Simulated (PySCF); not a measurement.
phosphoric acid (H₃O₄P), singlet, geometry from GFN2-xTB; DF-R2SCAN/STO-3G (PySCF).

Input for PySCF:
```python
from pyscf import gto, scf, dft

mol = gto.M(
    atom='''
O     0.49639997    0.07749188    1.46274063
P     0.07763513   -0.00187854   -0.06678288
O     1.18776102   -0.02874031   -1.02172942
O    -0.88586825   -1.26330432   -0.10643158
O    -0.92691551    1.21766505   -0.22393643
H     1.27103163    0.62878945    1.55130795
H    -0.37287092   -2.04878771   -0.28441190
H    -1.03370548    1.42327804   -1.15029845
''',
    basis='sto-3g',
    verbose=4,
)

mf = dft.RKS(mol)
mf.xc = 'r2scan'
mf = mf.density_fit(auxbasis='def2-universal-jkfit')
mf.kernel()
```

What the program printed (banner, timings and long lists left out):

```
PySCF version 2.14.0

[INPUT] verbose = 4
[INPUT] num. atoms = 8
[INPUT] num. electrons = 50
[INPUT] charge = 0
[INPUT] spin (= nelec alpha-beta = 2S) = 0
[INPUT] symmetry False subgroup None
[INPUT] Mole.unit = angstrom
[INPUT] Symbol           X                Y                Z      unit          X                Y                Z       unit  Magmom
[INPUT]  1 O      0.496399970000   0.077491880000   1.462740630000 AA    0.938059991542   0.146438430078   2.764179181974 Bohr   0.0
[INPUT]  2 P      0.077635130000  -0.001878540000  -0.066782880000 AA    0.146709133345  -0.003549926114  -0.126201353010 Bohr   0.0
[INPUT]  3 O      1.187761020000  -0.028740310000  -1.021729420000 AA    2.244543029234  -0.054311314635  -1.930788777211 Bohr   0.0
[INPUT]  4 O     -0.885868250000  -1.263304320000  -0.106431580000 AA   -1.674048374948  -2.387299176780  -0.201126537205 Bohr   0.0
[INPUT]  5 O     -0.926915510000   1.217665050000  -0.223936430000 AA   -1.751616454512   2.301053455955  -0.423178522013 Bohr   0.0
[INPUT]  6 H      1.271031630000   0.628789450000   1.551307950000 AA    2.401901676360   1.188239850516   2.931547160360 Bohr   0.0
[INPUT]  7 H     -0.372870920000  -2.048787710000  -0.284411900000 AA   -0.704623918615  -3.871647659275  -0.537460597567 Bohr   0.0
[INPUT]  8 H     -1.033705480000   1.423278040000  -1.150298450000 AA   -1.953420250662   2.689605694708  -2.173749032012 Bohr   0.0

nuclear repulsion = 281.653592189496
number of shells = 20
number of NR pGTOs = 96
number of NR cGTOs = 32
basis = sto-3g
ecp = {}

******** <class 'pyscf.df.df_jk.DFRKS'> ********
method = DFRKS
initial guess = minao
damping factor = 0
level_shift factor = 0
DIIS = <class 'pyscf.scf.diis.CDIIS'>
diis_start_cycle = 1
diis_space = 8
diis_damp = 0
SCF conv_tol = 1e-09
SCF conv_tol_grad = None
SCF max_cycles = 50
direct_scf = False
XC library pyscf.dft.libxc version 7.1.2
    S. Lehtola, C. Steigemann, M. J. T. Oliveira, and M. A. L. Marques,  SoftwareX 7, 1–5 (2018)
XC functionals = r2scan
    J. W. Furness, A. D. Kaplan, J. Ning, J. P. Perdew, and J. Sun,  J. Phys. Chem. Lett. 11, 8208–8215 (2020)
    J. W. Furness, A. D. Kaplan, J. Ning, J. P. Perdew, and J. Sun,  J. Phys. Chem. Lett. 11, 9248–9248 (2020)
    J. W. Furness, A. D. Kaplan, J. Ning, J. P. Perdew, and J. Sun,  J. Phys. Chem. Lett. 11, 8208–8215 (2020)
    J. W. Furness, A. D. Kaplan, J. Ning, J. P. Perdew, and J. Sun,  J. Phys. Chem. Lett. 11, 9248–9248 (2020)
radial grids:
    Treutler-Ahlrichs [JCP 102, 346 (1995); DOI:10.1063/1.469408] (M4) radial grids

becke partition: Becke, JCP 88, 2547 (1988); DOI:10.1063/1.454033
pruning grids: <function nwchem_prune>
grids dens level: 3
symmetrized grids: False
atomic radii adjust function: <function treutler_atomic_radii_adjust>
small_rho_cutoff = 0
Set gradient conv threshold to 3.16228e-05
Initial guess from minao.
tot grids = 104936
init E= -637.05220262607
  HOMO = -0.411828738454646  LUMO = 0.0431707496784149  gap/eV = 12.38117
cycle= 1 E= -635.319364940317  delta_E= 1.73  |g|= 1.05  |ddm|= 3.81
  HOMO = 0.0888260206464941  LUMO = 0.213562598362569  gap/eV = 3.39426
cycle= 2 E= -634.658355885203  delta_E= 0.661  |g|= 2.01  |ddm|=  4.3
  HOMO = -0.0504270031780424  LUMO = 0.246751419033766  gap/eV = 8.08664
cycle= 3 E= -635.553940308291  delta_E= -0.896  |g|= 0.742  |ddm|= 3.24
  HOMO = -0.0414670142369515  LUMO = 0.206064025865565  gap/eV = 6.73566
cycle= 4 E= -635.717049078512  delta_E= -0.163  |g|= 0.192  |ddm|= 1.33
  HOMO = -0.0686210756266664  LUMO = 0.204123395327281  gap/eV = 7.42176
cycle= 5 E= -635.728290214565  delta_E= -0.0112  |g|= 0.011  |ddm|= 0.272
  HOMO = -0.0691379705991643  LUMO = 0.204872451920585  gap/eV = 7.45620
cycle= 6 E= -635.728328629696  delta_E= -3.84e-05  |g|= 0.00137  |ddm|= 0.0181
  HOMO = -0.0696562926069379  LUMO = 0.204543864086715  gap/eV = 7.46137
cycle= 7 E= -635.728329522651  delta_E= -8.93e-07  |g|= 6.24e-05  |ddm|= 0.00308
  HOMO = -0.0696500720572166  LUMO = 0.204552259509777  gap/eV = 7.46143
cycle= 8 E= -635.72832952388  delta_E= -1.23e-09  |g|= 1.17e-05  |ddm|= 9.67e-05
  HOMO = -0.0696517396427725  LUMO = 0.20455191379945  gap/eV = 7.46146
cycle= 9 E= -635.728329523919  delta_E= -3.82e-11  |g|= 4.98e-06  |ddm|= 2.11e-05
  HOMO = -0.0696523074642756  LUMO = 0.204551988111351  gap/eV = 7.46148
Extra cycle  E= -635.728329523906  delta_E= 1.23e-11  |g|= 7.76e-06  |ddm|= 2.09e-05
converged SCF energy = -635.728329523906
```
